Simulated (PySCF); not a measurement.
C₂H₁₀OSi₂.
Atom-mapped SMILES: `[OH:1][SiH2:2][CH2:3][CH2:4][SiH3:5]` (hydrogens: H6 on O1; H7, H8 on Si2; H9, H10 on C3; H11, H12 on C4; H13, H14, H15 on Si5)

Torsions of this conformer, `[OH:1][SiH2:2][CH2:3][CH2:4][SiH3:5]`: O1–Si2–C3–C4 -58°, Si2–C3–C4–Si5 177°, H–O1–Si2–C3 175°.

The closed-shell ground state was solved at several levels (PySCF, density fitting, gas phase, non-relativistic). One conformer (not necessarily the lowest) at the PBE0-D3(BJ)/def2-SVP geometry, without solvent, vibrations or thermal averaging.

```csv
level,basis functions,HOMO (eV),LUMO (eV),gap (eV),dipole (D)
wB97X-D/pcSseg-1,149,-9.80,2.35,12.15,1.58
CAM-B3LYP/pcSseg-1,149,-9.28,1.50,10.78,1.60
PBE0/STO-3G,43,-4.04,7.73,11.77,1.19
LC-wPBE/pcSseg-1,149,-10.63,2.78,13.41,1.60
BHandHLYP/pcSseg-1,149,-9.10,1.38,10.48,1.62
```

(1) What might PBE0/6-31G (73 basis functions) give for the same quantities?

(2) Over all these levels, which gives the widest orbital gap and which the narrowest?

(3) How far do the dipole and the HOMO energy spread over the levels?

Results:

(1) HOMO -7.88 eV, LUMO 0.62 eV, gap 8.50 eV, dipole 1.87 D.

(2) LC-wPBE/pcSseg-1 (range-separated hybrid) has the widest, 13.41 eV, and PBE0/6-31G (global hybrid, 25 % exact exchange) the narrowest, 8.50 eV. Functional and basis both differ between the two, so the spread mixes both effects.

(3) The dipole runs from 1.19 to 1.87 D (mean 1.58 D) and the HOMO from -10.63 to -4.04 eV.
